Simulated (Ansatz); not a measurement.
`[F][Ge][SH]` + HCl → `[F][Ge][Cl]` + H₂S at 600 K and 1 bar (ligand exchange at a Ge–S bond).

Isolated molecules relaxed with PBE0-D4/def2-TZVP in Ansatz; ΔE leaves out vibrations. CCSD(T)/CBS is the MP2 limit (def2-TZVPP, def2-QZVPP) plus CCSD(T) − MP2 in def2-TZVPP, frozen cores. This one scheme is used for every species. For Ge outer-core shells are correlated without core-valence functions, which leaves a few kJ/mol of doubt a bond. Scalar relativity is left out up to krypton. One conformer a species, not always the lowest.

```json
{"species": "`[F][Ge][SH]`", "CCSD(T)/CBS energy (Eh)": "-2574.33845", "H − E (kJ/mol)": "64.0", "S (J/(mol·K))": "342.3"}
{"species": "HCl", "CCSD(T)/CBS energy (Eh)": "-460.38127", "H − E (kJ/mol)": "35.4", "S (J/(mol·K))": "207.2"}
{"species": "`[F][Ge][Cl]`", "CCSD(T)/CBS energy (Eh)": "-2635.75718", "H − E (kJ/mol)": "36.5", "S (J/(mol·K))": "326.6"}
{"species": "H₂S", "CCSD(T)/CBS energy (Eh)": "-398.97279", "H − E (kJ/mol)": "60.8", "S (J/(mol·K))": "230.9"}
```

H − E and S are ideal-gas, rigid-rotor, harmonic terms from PBE0-D4/def2-TZVP, for one conformer and one mirror image of each species. 1 Eh = 2625.50 kJ/mol, R = 8.31446 J/(mol·K).

By hand: ΔE, ΔH, ΔS and ΔG.

ΔE = (-2635.75718) + (-398.97279) − (-2574.33845) − (-460.38127) = -0.01025 Eh = -26.9 kJ/mol. Δ(H − E) = 36.5 + 60.8 − 64.0 − 35.4 = -2.1, so ΔH = -29.0 kJ/mol. ΔS = 326.6 + 230.9 − 342.3 − 207.2 = 8.0 J/(mol·K). ΔG = -29.0 − 600 × (8.0)/1000 = -33.8 kJ/mol.

By hand: the equilibrium constant, and the temperature at which ΔG would vanish if ΔH and ΔS stayed fixed.

log₁₀ K = −ΔG/(RT ln 10) = 2.9. ΔH and −TΔS have one sign here, so there is no such temperature.

The number of gas molecules stays the same, so ΔS is small and ΔH decides. A doubt of 5 kJ/mol in ΔE shifts log₁₀ K by 0.4 here. Other conformers and mirror images would add mixing entropy, several J/(mol·K) or more a flexible species. These are equilibria of isolated gas molecules and say nothing of rates. Largest T1 diagnostic: 0.015 (customary marks: 0.02 for closed shells, 0.045 for open ones).

ΔS is within the doubt of such terms, so its sign, and with it that verdict, could turn.
